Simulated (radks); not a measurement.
Problem. All-electron calculation, scalar-relativistic Kohn-Sham, LDA (Slater exchange, VWN5 correlation), spin-polarised, spherical densities, finite nucleus; open shells are filled with parallel spins first; Fermi nuclear charge, rms radius of each element as measured or else 0.836 A^(1/3) + 0.57 fm. Program: a radial shooting solver on a logarithmic mesh with Libxc functionals. Response by self-consistent Sternheimer equations with the Hartree and adiabatic LDA kernel, the relativistic mass of each level held fixed and spin-orbit coupling left out. For heavy and open-shell atoms this level of theory can miss by tens of per cent. Rank Co3+, Ni4+, Ga7+, Ge8+, Cr, Fe2+, Cu5+, Zn6+, Mn+ (NIST ground configurations) by static dipole polarisability, largest first.

Solution. Cr 66.50, Mn+ 26.24, Fe2+ 4.047, Co3+ 1.878, Ni4+ 1.083, Cu5+ 0.7054, Zn6+ 0.4950, Ga7+ 0.3652, Ge8+ 0.2794 bohr^3.
